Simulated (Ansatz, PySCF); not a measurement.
Noncovalent pair: H3NSe (SMILES N[SeH]) (first 5 atoms) with HF (SMILES F); geometry from B3LYP-D3(BJ)/def2-TZVP, rigid monomers moved along the line of their centres of mass till N1···H7 is 1.55 Å.
(charge 0, multiplicity 1):
```xyz
7

N     -1.0014     0.6000     0.7596
Se    -0.2006    -0.9469     0.0494
H     -0.8263     1.3977     0.1597
H     -2.0012     0.4682     0.8594
H     -0.9287    -0.9973    -1.2400
F      0.0587     0.9490     3.0037
H     -0.3383     0.8050     2.1455
```

Monomers are frozen at their geometry in the pair; levels with a basis set take the counterpoise correction.

Cores are frozen in the correlated methods. Filled d and f shells under p-block atoms count as core. CBS(a, b) extrapolates the correlation energy as X⁻³ and adds the Hartree–Fock energy of set b.

Run with Ansatz (a first-principles code); PySCF for the dispersion terms. Values without a source in brackets are computed.

PBE/def2-TZVPPD gives -10.63 kcal/mol for the interaction energy.

Q: Where do these levels fall relative to PBE: PBE-D3(BJ)/def2-TZVPPD, r2SCAN/def2-TZVPPD, B3LYP/def2-TZVPPD, wB97M-V/def2-TZVPPD, MP2/CBS(aug-cc-pVDZ, aug-cc-pVTZ), CCSD(T)/CBS(aug-cc-pVDZ, aug-cc-pVTZ).

A: PBE-D3(BJ)/def2-TZVPPD -0.81; r2SCAN/def2-TZVPPD -0.54; B3LYP/def2-TZVPPD 0.91; wB97M-V/def2-TZVPPD 0.55; MP2/CBS(aug-cc-pVDZ, aug-cc-pVTZ) 0.66; CCSD(T)/CBS(aug-cc-pVDZ, aug-cc-pVTZ) 0.87 kcal/mol. 4 of 6 lie above PBE; the widest gap is to B3LYP/def2-TZVPPD.
